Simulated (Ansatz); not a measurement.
A nudged elastic band was laid between two geometries of C2H5FSi (9 atoms, charge 0, multiplicity 1).

The calculation used RKS PBE0-D4/def2-SVP (Ansatz).

```json
{"movable images": "5", "climbing image": "yes", "spring": "5.0 eV/Å²", "optimiser": "quadratic models (default)", "start path": "IDPP", "force threshold": "0.05 eV/Å", "iteration limit": "60", "end points": "relaxed"}
```

Initial state:

```xyz
9
Properties=species:S:1:pos:R:3
C -0.384 0.801 -0.299
C 0.089 -0.248 0.700
Si 1.184 -1.678 0.090
F 0.891 -1.566 -1.526
H -0.877 0.333 -1.163
H -1.093 1.513 0.152
H 0.461 1.386 -0.694
H -0.775 -0.790 1.147
H 0.592 0.203 1.577
```

Final state:

```xyz
9
Properties=species:S:1:pos:R:3
C -0.478 1.023 -0.304
C 0.034 -0.270 0.321
Si 1.137 -1.350 -0.792
F 1.416 -2.562 0.284
H -1.082 0.828 -1.205
H -1.109 1.599 0.391
H 0.350 1.682 -0.612
H -0.798 -0.920 0.658
H 0.618 -0.076 1.243
```

Question: What changes between the two ends?

Answer: No bond is made or broken. The dihedral C1–C2–Si3–F4 goes from -17 to 180°.

Question: Give the energies along the band, and the barrier.

Answer: The forces met the threshold. The highest image is number 3 of 0 to 6, 6.2 kJ/mol above the first end and 4.7 kJ/mol above the last; the last end lies 1.5 kJ/mol above the first. A vibrational analysis at the climbing image gives one clearly imaginary mode, 54i cm⁻¹: a first-order saddle point.

| image | path coordinate (Å) | energy (kJ/mol) | dihedral C1–C2–Si3–F4 (°) |
| --- | --- | --- | --- |
| 0 | 0.00 | 0.0 | -17 |
| 1 | 0.59 | 1.5 | -46 |
| 2 | 1.19 | 4.8 | -80 |
| 3 | 1.78 | 6.2 | -109 |
| 4 | 2.29 | 5.2 | -132 |
| 5 | 2.80 | 2.8 | -156 |
| 6 | 3.31 | 1.5 | 180 |

Question: What is the geometry of the highest image?

Answer: 
```xyz
9
Properties=species:S:1:pos:R:3:forces:R:3
C -0.257 1.011 -0.201 -0.01 0.00 -0.01
C 0.007 -0.312 0.528 0.01 0.00 0.01
Si 1.395 -1.297 -0.334 -0.01 0.00 0.01
F 0.503 -2.516 -0.984 0.00 0.00 0.00
H -0.663 0.845 -1.212 0.00 0.00 0.00
H -0.987 1.634 0.340 0.00 0.00 0.00
H 0.659 1.614 -0.313 0.00 -0.01 0.00
H -0.911 -0.921 0.598 0.00 0.01 0.00
H 0.343 -0.103 1.562 0.00 0.00 0.00
```

Question: What are the harmonic wavenumbers there?

Answer: 54i, 172, 185, 297, 606, 694, 846, 924, 942, 1017, 1219, 1234, 1389, 1414, 1469, 1481, 3035, 3044, 3113, 3132, 3141 cm⁻¹.

The band took 5 iterations and of the order of 50 core-seconds.

Run time: 48 s on 1 CPU thread of a shared host.
